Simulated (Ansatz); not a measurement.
Cl$_{5}$Nb, charge +1, doublet, geometry from GFN2-xTB (such geometries of metal compounds can be far from the true shape) (the multiplicity is a formal guess) (core potentials on Nb).

Input for Ansatz (a first-principles code):
Ansatz 0.2 input:
```yaml
crystal:
  periodic: [false, false, false]
  atoms:
    - {symbol: Nb, position_ang: [0.02729002, 0.16592046, -0.13871072]}
    - {symbol: Cl, position_ang: [1.97824464, -0.18680081, -1.05168105]}
    - {symbol: Cl, position_ang: [0.62431961, -1.30473457, 1.84570697]}
    - {symbol: Cl, position_ang: [-1.22195116, 0.76817675, -1.85553039]}
    - {symbol: Cl, position_ang: [-1.47094980, -1.62636147, 0.27666815]}
    - {symbol: Cl, position_ang: [0.02451960, 1.94955898, 1.11937393]}
basis:
  gaussian:
    orbitals: def2-SVPD
hamiltonian:
  xc: pbe0
total_charge: 1
magnetization: {spin_polarized: true, initial_magnetization: 1}
```

**Question.** What is the computed total energy (PBE0/def2-SVPD (Ansatz))?

**Answer.** -2356.4187 Eh

**Question.** Give the <S^2> at the level PBE0/def2-SVPD.

**Answer.** 0.757

**Question.** Give the number of basis functions at the level PBE0/def2-SVPD.

**Answer.** 169

**Question.** Roughly what does it cost on one core?

**Answer.** around 22 core-seconds (rough).
